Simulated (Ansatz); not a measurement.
Reaction (formal exchange of groups at a B–F bond): `FB(F)[SeH]` + SiH₄ → `FB([SiH3])[SeH]` + H–F

Program: Ansatz. Geometries: PBE0-D4/def2-TZVP. ΔE: electronic, gas phase. CCSD(T)/CBS adds triple-zeta CCSD(T) − MP2 to the extrapolated MP2 energy (def2 sets, frozen cores). This one scheme is used for every species. Functionals use def2-TZVPP. B3LYP here is the variant with VWN-RPA as its local correlation; programs differ in this. For Se outer-core shells are correlated without core-valence functions, which leaves a few kJ/mol of doubt a bond. Scalar relativity is left out up to krypton. Each species was taken in one conformer, which may not be the lowest.

```csv
level,ΔE (kJ/mol)
PBE-D4,145.7
r2SCAN-D4,163.6
B3LYP-D4,162.9
ωB97M-V,167.6
PBE,149.9
r2SCAN,164.7
PBE0,155.9
MP2/CBS(def2),155.8
```

Problem. What does CCSD(T)/CBS give? (Best estimate.)

Solution. Computed: +154.4 kJ/mol. The listed levels differ from it by -8.7, 9.2, 8.5, 13.2, -4.5, 10.3, 1.5, 1.4 kJ/mol.

Largest T1 diagnostic among the species: 0.013.

From PBE to PBE0 (25 % exact exchange), in def2-TZVPP and without D4, ΔE moves by +6.0 kJ/mol. The D4 term adds −6.9 kJ/mol with B3LYP and −3.9 kJ/mol with PBE0; it sums over pairs of atoms, weighted by their polarisabilities, and B3LYP, whose exchange is more repulsive, gets the larger term. In def2-TZVPP, CCSD(T) changes the Hartree–Fock value by −31.4 kJ/mol (the triples alone add −4.3 kJ/mol) and MP2 by −30.0 kJ/mol.
